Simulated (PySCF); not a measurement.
Input for PySCF: R-HF/3-21G on H6 chain, a point of a bond scan (R = 1.800 Å).

```python
from pyscf import gto, scf, dft, mp
from pyscf.data.elements import chemcore

mol = gto.M(
    atom='''
    H     0.00000000    0.00000000    0.00000000
    H     0.00000000    0.00000000    1.80000000
    H     0.00000000    0.00000000    3.60000000
    H     0.00000000    0.00000000    5.40000000
    H     0.00000000    0.00000000    7.20000000
    H     0.00000000    0.00000000    9.00000000
    ''',
    basis='3-21g',
    charge=0, spin=0, verbose=3, max_memory=1800)
mf = scf.RHF(mol)
mf.conv_tol = 1e-8
mf.max_cycle = 100
mf.kernel()
if not mf.converged:
    mf = mf.newton().run(mf.mo_coeff, mf.mo_occ)
```

Output:

```
converged SCF energy = -2.82992708907921
```

The run converged.

Cost: around 0.07 core-seconds (rough).
